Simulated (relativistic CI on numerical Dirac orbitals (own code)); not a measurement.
Charge states of nickel

Computed by Dirac-Coulomb-Breit CI, KLI orbitals optimised for each configuration, a model potential for QED, valence Slater integrals scaled by 0.9 (own radial code, finite nucleus).

Each species is treated in one configuration, given outside its closed core. Radial values are for the open shell of highest l, unscaled and averaged over j; ζ includes the Breit term. Labels give the leading LS character, summed over repeated terms.

```
  Ion  Configuration  Its lowest level  LS weight (%)    g_J  g√(J(J+1))  ζ (cm⁻¹)  F² (cm⁻¹)  F⁴ (cm⁻¹)
   Ni        3d8 4s2              3F_4            100  1.250        5.59       642      94310      58350
  Ni⁺            3d9            2D_5/2            100  1.200        3.55     577.6                      
 Ni²⁺            3d8              3F_4            100  1.250        5.59     644.2      98160      60910
 Ni³⁺            3d7            4F_9/2            100  1.333        6.63     717.3     106600      66570
 Ni⁴⁺            3d6              5D_4            100  1.500        6.71     794.6     114500      71820
 Ni⁵⁺            3d5            6S_5/2            100  2.001        5.92     875.9     121800      76760
 Ni⁶⁺            3d4              5D_0             99               0.00     961.2     128700      81440
 Ni⁷⁺            3d3            4F_3/2            100  0.400        0.77      1051     135400      85930
 Ni⁸⁺            3d2              3F_2             99  0.667        1.63      1145     141800      90240
 Ni⁹⁺             3d            2D_3/2            100  0.799        1.55      1244                      
Ni¹⁰⁺        3s2 3p6              1S_0            100               0.00                                
Ni¹¹⁺        3s2 3p5           2P°_3/2            100  1.333        2.58     15900                      
Ni¹²⁺        3s2 3p4                 ?              ?      ?           ?         ?          ?          ?
Ni¹³⁺        3s2 3p3           4S°_3/2             95  1.965        3.81     17300     156600           
Ni¹⁴⁺        3s2 3p2              3P_0             95               0.00     18020     159200           
Ni¹⁵⁺         3s2 3p           2P°_1/2            100  0.664        0.58     18760                      
Ni¹⁶⁺            3s2              1S_0            100               0.00                                
Ni¹⁷⁺             3s            2S_1/2            100  2.001        1.73                                
Ni¹⁸⁺        2s2 2p6              1S_0            100               0.00                                
Ni¹⁹⁺        2s2 2p5           2P°_3/2            100  1.330        2.58     95650                      
Ni²⁰⁺        2s2 2p4              3P_2             87  1.430        3.50     99420     467800           
Ni²¹⁺        2s2 2p3           4S°_3/2             79  1.832        3.55    103300     476500           
Ni²²⁺        2s2 2p2              3P_0             89               0.00    107300     485000           
Ni²³⁺         2s2 2p           2P°_1/2            100  0.660        0.57    111500
```

Problem. Fill in the row of Ni¹²⁺.

Solution. Its lowest level 3P_2; LS weight (%) 94; g_J 1.468; g√(J(J+1)) 3.59; ζ (cm⁻¹) 16590; F² (cm⁻¹) 154000.

At low charge ζ of a weakly bound d or f electron comes out too small.
